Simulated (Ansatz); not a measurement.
System: AlSiH₅, charge 0, singlet. AlSiH5 (SMILES [AlH2][SiH3]).
B3LYP-D3(BJ)/def2-TZVP minimum from Ansatz (an electronic-structure program):
```
Si
H 1 1.4859
H 1 1.4872 2 107.69
H 1 1.4893 2 107.20 3 114.69
Al 1 2.4600 2 113.14 4 121.26
H 5 1.5833 1 121.27 2 -17.12
H 5 1.5835 6 118.81 1 178.97
```

Total energies in hartree (Ansatz). Radicals and triplets start from unrestricted determinants; spin-orbit coupling is neglected. Cores are frozen in correlated methods. No relativity. For partners of very few electrons the exact lower level stands in for a higher one.

| species | HF/cc-pV(T+d)Z | CCSD(T)/cc-pV(T+d)Z | HF/cc-pV(Q+d)Z | CCSD(T)/cc-pV(Q+d)Z | CCSDT(Q)/cc-pV(T+d)Z |
|---|---|---|---|---|---|
| 1: AlSiH5 (SMILES [AlH2][SiH3]) | -533.76067 | -534.02687 | -533.76668 | -534.04527 | -534.02839 |
| 2: Al (doublet) | -241.87908 | -241.93131 | -241.88044 | -241.93374 | -241.93179 |
| 3: H (doublet) | -0.49981 | -0.49981 | -0.49995 | -0.49995 | -0.49981 |
| 4: Si (triplet) | -288.85649 | -288.93344 | -288.85845 | -288.93781 | -288.93426 |

Problem. Work out the atomisation energy (electronic, to ground-state atoms) in kcal/mol: take Hartree-Fock from cc-pV(Q+d)Z, extrapolate the CCSD(T) correlation energy as X^-3 (X = 3, 4), and add CCSDT(Q) - CCSD(T) in cc-pV(T+d)Z. 1 hartree = 627.51 kcal/mol.

Solution. 
Species 1: correlation (64·(-0.27859) - 27·(-0.26620))/37 = -0.28763; step -0.00152; E1 = -533.76668 + (-0.28763) + (-0.00152) = -534.05583
Species 2: correlation (64·(-0.05330) - 27·(-0.05223))/37 = -0.05408; step -0.00048; E2 = -241.88044 + (-0.05408) + (-0.00048) = -241.93500
Species 3: correlation (64·(0.00000) - 27·(0.00000))/37 = 0.00000; step +0.00000; E3 = -0.49995 + (0.00000) + (+0.00000) = -0.49995
Species 4: correlation (64·(-0.07936) - 27·(-0.07695))/37 = -0.08112; step -0.00082; E4 = -288.85845 + (-0.08112) + (-0.00082) = -288.94039
-1·E1 +1·E2 +5·E3 +1·E4 = 0.68069 hartree = 427.1 kcal/mol.
